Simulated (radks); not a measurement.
The numbers below are computed, except where a source is named.
Q: These are the eigenvalues of the occupied orbitals of an atom or ion with whole-number occupations (Ry). Level of theory: non-relativistic Kohn-Sham, r2SCAN, spin-polarised, spherical densities, point nucleus; meta-GGA in the generalised Kohn-Sham scheme (a radial shooting solver on a logarithmic mesh with Libxc functionals).

1s up: -2439.187
1s down: -2439.187
2s up: -384.0237
2s down: -383.8722
2p up: -362.0075
2p down: -361.8982
3s up: -90.53718
3s down: -90.50900
3p up: -81.22226
3p down: -81.17586
3d up: -64.00801
3d down: -63.90332
4s up: -27.73147
4s down: -27.34607
4p up: -24.29518
4p down: -23.91164
4d up: -18.31509
4d down: -17.93885

Which element is it, and in what charge state? The configuration may be excited. Open shells, if any, are filled with parallel spins first.

A: Z = 54, xenon, charge +11: Xe11+ in [Kr] 4d7. The list shows which subshells hold electrons but not how many an open one holds; the 1s level, -1219.6 hartree, gives Z - s = 49.4 by -(Z - s)^2/2, which with screening narrows Z to a few neighbours, and the depths of the outer levels then fix element, charge and occupations together.
